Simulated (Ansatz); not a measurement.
Consider the atomization: `C=C[SiH2]BN` → B• + 2 C• + 8 H• + N• + Si•.

Program: Ansatz. Geometries: PBE0-D4/def2-TZVP. ΔE: electronic, gas phase. CCSD(T)/CBS is the MP2 limit (def2-TZVPP, def2-QZVPP) plus CCSD(T) − MP2 in def2-TZVPP, frozen cores. This one scheme is used for every species, atoms too. No spin–orbit coupling; open shells (•) take unrestricted orbitals. Spin–orbit coupling would lower the free atoms: a little for B, C, Si. Each species was taken in one conformer, which may not be the lowest.

```tsv
species	CCSD/def2-TZVPP energy (Eh)
`C=C[SiH2]BN`	-449.36356
B•	-24.59659
C•	-37.77900
H•	-0.49981
N•	-54.51368
Si•	-288.92521
```

(1) Work out ΔE.

Largest T1 diagnostic among the species: 0.014.

Results:

(1) ΔE = 8 × (-0.49981) + 2 × (-37.77900) + (-24.59659) + (-54.51368) + (-288.92521) − (-449.36356) = 1.77160 Eh = +1111.7 kcal/mol. CCSD(T)/CBS gives +1155.2 kcal/mol.

The D4 term adds +9.3 kcal/mol with B3LYP and +4.9 kcal/mol with PBE0; it sums over pairs of atoms, weighted by their polarisabilities, and B3LYP, whose exchange is more repulsive, gets the larger term. In def2-TZVPP, CCSD(T) changes the Hartree–Fock value by +263.8 kcal/mol (the triples alone add +15.3 kcal/mol) and MP2 by +273.8 kcal/mol; breaking electron pairs costs correlation energy, which Hartree–Fock lacks. From PBE to PBE0 (25 % exact exchange), in def2-TZVPP and without D4, ΔE moves by −15.3 kcal/mol: exact exchange takes away binding that semilocal exchange gives to molecules.

B3LYP here is the variant with VWN-RPA as its local correlation; programs differ in this.

For atomizations the MP2-based limit and the directly extrapolated one differ by several kJ/mol either way, and by 10 to 25 for some Ge, Se and Sn compounds, so smaller differences from it don't rank the levels.
